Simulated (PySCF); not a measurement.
Species: C₅H₁₀N₂.
Z-matrix (Å and degrees, PBE0-D3(BJ)/def2-SVP geometry), rows numbered from 1:
```
C 
N   1  1.4424
C   2  1.4514  1  115.85
C   3  1.5192  2  113.52  1    76.61
N   4  1.2693  3  116.93  2   113.49
C   5  1.4557  4  109.16  3     3.76
C   3  1.5404  2  113.09  1  -169.23
H   1  1.1105  2  115.71  3   -59.44
H   1  1.1027  2  109.50  3    61.70
H   1  1.1005  2  109.61  3   178.89
H   2  1.0181  1  110.92  3   126.26
H   3  1.1041  2  106.76  1   -45.89
H   4  1.0994  3  122.53  2   -62.19
H   6  1.1022  5  108.67  4   124.55
H   6  1.1037  5  108.45  4  -121.02
H   7  1.0990  3  110.90  2   126.26
H   7  1.0992  3  109.69  2     8.20
```

A calculation gives these core lines: C 1s: 290.51 (area 1), 291.12 (area 1), 291.13 (area 1), 291.46 (area 1), 291.54 (area 1) eV; N 1s: 404.23 (area 1), 404.83 (area 1) eV.

Method: delta-SCF UKS SCAN, pcX-2 on the ionised atom, pcseg-1 elsewhere, spin-free X2C (PySCF). The structure is a single PBE0-D3(BJ)/def2-SVP conformer in the gas phase; no vibrational or solvent corrections.

(1) Order the nitrogen atoms by N 1s binding energy.

Results:

(1) 404.23 eV: N5 (imine nitrogen); 404.83 eV: N2 (secondary amine nitrogen). The listed N 1s values span 0.60 eV, from N5 (bonded to C (double bond) and C) to N2 (bonded to 2 C and H).

Bonded neighbours of each site: C1: N and 3 H; N2: 2 C and H; C3: N, 2 C and H; C4: N (double bond), C and H; N5: C (double bond) and C; C6: N, C and 2 H; C7: 2 C and 2 H.

Task: What is the longest wavelength that can ionise C 1s of C6 vertically?

Result: λ = hc/E = 12398.42 eV Å / 291.13 eV = 42.587 Å.
